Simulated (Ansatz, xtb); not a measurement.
**A geometry optimisation of ClFOSi2+ with r2SCAN-D4/def2-SVP**

The starting geometry of this gas-phase doublet has its atoms placed at random.

```xyz
5

Cl   -0.0630    0.6556    1.5740
F     1.0487    1.0318   -0.7246
O     0.0905   -0.2662   -0.6845
Si    1.1789   -0.9457    0.5785
Si   -1.5607    0.3143   -0.1986
```

**Question.** One run relaxed it with r2SCAN-D4/def2-SVP. What is a likely outcome?

**Answer.** It ends as a structure given below by its coordinates. Distances that change by over a tenth: Cl1–Si5 (2.35 → 2.66 Å). Contacts that close: F2–Si4 (2.37 → 1.59 Å).

The energy falls by 5.92 eV over 14 steps:

```json
{"step": "1", "E − E(last) (eV)": "5.918"}
{"step": "2", "E − E(last) (eV)": "4.520"}
{"step": "4", "E − E(last) (eV)": "2.855"}
{"step": "5", "E − E(last) (eV)": "1.447"}
{"step": "7", "E − E(last) (eV)": "0.248"}
{"step": "8", "E − E(last) (eV)": "0.182"}
{"step": "10", "E − E(last) (eV)": "0.011"}
{"step": "11", "E − E(last) (eV)": "0.001"}
{"step": "13", "E − E(last) (eV)": "0.000"}
{"step": "14", "E − E(last) (eV)": "0.000"}
```

Final geometry (Å):

```xyz
5

Cl   -0.1020    0.6962    1.7740
F     1.9452    0.8395   -0.5093
O    -0.3694   -0.5011   -0.7650
Si    1.0187   -0.2463    0.1924
Si   -1.7979    0.0015   -0.1473
```

From the same start GFN2-xTB reaches the same bonding as this run.

From so rough a start the end depends on the optimiser's path, so another program may land elsewhere. The end wasn't checked by frequencies. Open shells are spin-unrestricted. Run with Ansatz 0.2.0, 83 s on 1 thread of Intel(R) Xeon(R) 6975P-C (Granite Rapids), with other jobs on the host.
